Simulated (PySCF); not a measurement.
# Hartree-Fock beside MP2: AlBGeH3O cation

Calculated results; nothing here was measured. They come from PySCF 2.14.0, an open-source quantum chemistry program, on an isolated molecule that a program drew, which may never have been made. The molecule is AlBGeH3O cation (charge +1, singlet), drawn as the SMILES string `O=[B][GeH2][AlH+]`.

The geometry was optimised and harmonic frequencies were computed with HF and MP2, all in the cc-pV(D+d)Z basis, for the commonest isotopes, with a restricted reference for singlets and an unrestricted one otherwise, and a frozen core in MP2. Germanium has the cc-pVDZ-PP basis, with a core potential (ECP10MDF) in place of its 10 inner electrons, and its 3s, 3p and 3d shells are frozen in MP2. Each result is a local minimum of its method.

Geometry at the HF minimum:
```xyz
7
AlBGeH3O cation, angstrom
O    -2.8348   -1.5949    0.8426
B    -2.2771   -1.0548   -0.0447
Ge   -1.1129   -0.1287   -1.4511
Al    1.1642   -0.0485   -0.3176
H    -0.9044   -0.9562   -2.7045
H    -1.4893    1.3204   -1.6914
H     2.5582    0.0060    0.3661
```

Lengths of the bonds as drawn, in Å (atoms numbered as above):
```
   bond     HF    MP2
  O1-B2  1.179  1.217
 B2-Ge3  2.047  2.036
Ge3-Al4  2.545  2.530
 Ge3-H5  1.516  1.524
 Ge3-H6  1.516  1.524
 Al4-H7  1.554  1.559
```

Rotational constants, in GHz:
| constant | HF | MP2 |
|---|---|---|
| A | 4.861 | 4.844 |
| B | 2.078 | 2.08 |
| C | 1.484 | 1.484 |

Harmonic frequencies in cm^-1, each column in rising order, so a row needn't be the same motion in every method:
```
rank    HF   MP2
   1    71    67
   2   265   243
   3   296   293
   4   339   311
   5   349   325
   6   423   396
   7   453   441
   8   485   451
   9   688   650
  10   712   652
  11   921     ?
  12  2116  1929
  13  2180  2063
  14  2295  2232
  15  2303  2247
```

**Estimate the missing MP2 frequency from the HF column.**

A single factor s that minimises the squared misfit of MP2 against s times HF over the other rows is sum(HF x MP2) / sum(HF^2) = 0.9518, with an rms misfit of 32 cm^-1. For rank 11 it gives 0.9518 x 921 = 877 cm^-1. The calculation gives 861 cm^-1, 16 cm^-1 below the estimate. The drawn bonds are on average 0.6 % longer in MP2 than in HF.
